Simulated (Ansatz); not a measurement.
C2H3BClNO (`CB(Cl)N=C=O`). The species carries charge 0 and has multiplicity 1.

```xyz
9

C    -0.845   -1.061    0.610
B     0.077   -0.245   -0.336
Cl    0.565   -0.936   -1.891
N     0.538    1.054   -0.013
C     1.175    2.026   -0.318
O     1.764    3.001   -0.530
H    -1.833   -1.171    0.147
H    -0.974   -0.590    1.585
H    -0.467   -2.078    0.746
```

What are the harmonic wavenumbers in cm⁻¹ at PBE0-D4/def2-TZVP (Ansatz, finite differences of forces, unscaled)? (Estimate.)

The calculation gave: 33, 60, 90, 273, 373, 437, 560, 646, 654, 804, 868, 1067, 1137, 1338, 1444, 1452, 1594, 2403, 3046, 3111, 3153.

Is this a minimum?

Yes, all 21 modes are real.

Give the ideal-gas thermochemistry at 298.15 K and 1 bar (rigid rotor, harmonic oscillator; point group C1, symmetry number 1).

Zero-point energy 146.8 kJ/mol; H(298) − E = 167.7 kJ/mol; entropy 363.0 J/(mol·K), of which translation 166.7, rotation 116.5, vibration 79.8; G(298) − E = 59.4 kJ/mol. Modes under 100 cm⁻¹ are hindered rotations or soft bends, so the harmonic entropy is rough.

And at 400, 500, 600, 800 and 1000 K?


| T (K) | H − E (kJ/mol) | S (J/mol/K) | G − E (kJ/mol) |
| --- | --- | --- | --- |
| 400 | 178.6 | 394.3 | 20.8 |
| 500 | 190.7 | 421.5 | -20.0 |
| 600 | 204.1 | 445.8 | -63.4 |
| 800 | 233.6 | 488.1 | -156.9 |
| 1000 | 265.8 | 524.0 | -258.2 |

Rotational constants (cm⁻¹)?

0.1593, 0.05679, 0.04219.
